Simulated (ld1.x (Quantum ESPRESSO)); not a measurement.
# barium, PAW: configuration errors across variants

ld1.x (Quantum ESPRESSO) 7.5 input, shortened:

```
&input
   title='Ba', zed=56., rel=2, dft='PBE', iswitch=3,
   config='[Xe] 5d0 6s2 6p0', rel_dist='average'
 /
 &inputp
   pseudotype=3, lpaw=.true., tm=.true., lloc=-1, rcloc=2.45,
   nlcc=.true., rcore=1.25,
   which_augfun='BESSEL', rmatch_augfun=2.20
 /
6
5S  1  0   2.00   0.00  2.10  2.30  0.0
6S  2  0   2.00   0.00  2.10  2.30  0.0
5P  2  1   6.00   0.00  2.65  3.35  0.0
6P  3  1   0.00   0.00  2.65  3.35  0.0
5D  3  2   0.00   0.00  2.85  3.70  0.0
5D  3  2   0.00   0.45  2.85  3.70  0.0
 &test
   configts(1)='5s2 5p6 5d0 6s2 6p0'
 /
```

Open shells are filled in proportion to 2j + 1 (rel_dist='average').

All-electron excitation energies from the reference (eV): (1) 5s2 5p6 5d0 6s1 6p0 5.361; (2) 5s2 5p6 5d0 6s0 6p0 15.340; (3) 5s2 5p6 5d0 6s1.5 6p0 2.136; (4) 5s2 5p6 5d0.5 6s1.5 6p0 0.639; (5) 5s2 5p6 5d0 6s0 6p2 4.128; (6) 5s2 5p6 5d1 6s0 6p0 6.046.

On the changes marked as counting shells twice: ld1.x takes every shell without a wave as core, so the model core holds the marked electrons as well and exchange and correlation see them twice. This cancels in the reference configuration, but the file is broken for other ones, and its errors say nothing about a proper core correction.

Tests that are not counted but printed errors over 1 eV. “base”: 5s1 5p6 5d0 6s2 6p0 (solver errors, printed error -415 eV). “local potential all-electron potential smoothed inside 1.95 bohr (lloc = -2)”: 5s1 5p6 5d0 6s2 6p0 (solver errors, printed error -415 eV). “wave 5d channel at 0.45 Ry: rcut 2.85, rcutus 3.70 bohr becomes 5d channel at 4.29 Ry: rcut 2.85, rcutus 3.70 bohr”: 5s1 5p6 5d0 6s2 6p0 (solver errors, printed error -415 eV). “core correction a·sin(br)/r model core inside 1.10 bohr”: 5s1 5p6 5d0 6s2 6p0 (solver errors, printed error -415 eV). “waves 5d (bound): rcut 2.85, rcutus 5.04 bohr; 5d channel at 0.45 Ry: rcut 2.85, rcutus 5.04 bohr”: 5s1 5p6 5d0 6s2 6p0 (solver errors, printed error -415 eV).

3 further variants failed, have other tests or another functional or relativity, and are left out.

Errors AE − PS in meV (a dash: test not solved or not reliable):

```tsv
change	(1)	(2)	(3)	(4)	(5)	(6)	bound ghosts
base	+0.7	+3.1	+0.1	+0.1	+7.4	+1.0	not determined
local potential all-electron potential smoothed inside 1.95 bohr (lloc = -2)	+0.9	+4.8	+0.1	0.0	+13	-0.3	not determined
type RRKJ; waves now 5s (bound): rc 2.30 bohr; 5p (bound): rc 3.35 bohr; 5d (bound): rc 3.70 bohr; local potential all-electron potential smoothed inside 2.05 bohr (lloc = -2); rho0 0.001 (6s counted twice)	-89	-439	-13	+8.0	+49	-216	none
wave 5d channel at 0.45 Ry: rcut 2.85, rcutus 3.70 bohr becomes 5d channel at 4.29 Ry: rcut 2.85, rcutus 3.70 bohr	+0.7	+3.1	+0.2	+0.1	+7.3	+1.0	not determined
core correction a·sin(br)/r model core inside 1.10 bohr	+0.8	+3.6	+0.1	+0.1	+8.6	+1.0	not determined
waves 5p (bound): rcut 2.65, rcutus 4.40 bohr; 6p (bound): rcut 2.65, rcutus 4.40 bohr	-5.1	-70	-1.2	–	–	–	not determined
waves 5d (bound): rcut 2.85, rcutus 5.04 bohr; 5d channel at 0.45 Ry: rcut 2.85, rcutus 5.04 bohr	+0.7	+3.1	+0.1	+2.4	+7.3	+18	not determined
waves 5s (bound): rcut 2.10, rcutus 3.46 bohr; 6s (bound): rcut 2.10, rcutus 3.46 bohr	–	–	–	–	–	–	not determined
```

Question: Give the same row for: local potential all-electron potential smoothed inside 2.28 bohr (lloc = -1).

Answer: +0.7, +2.9, +0.1, +0.1, +6.1, +0.6; bound ghosts: not determined. Not counted: 5s1 5p6 5d0 6s2 6p0 (solver errors, printed error -415 eV).
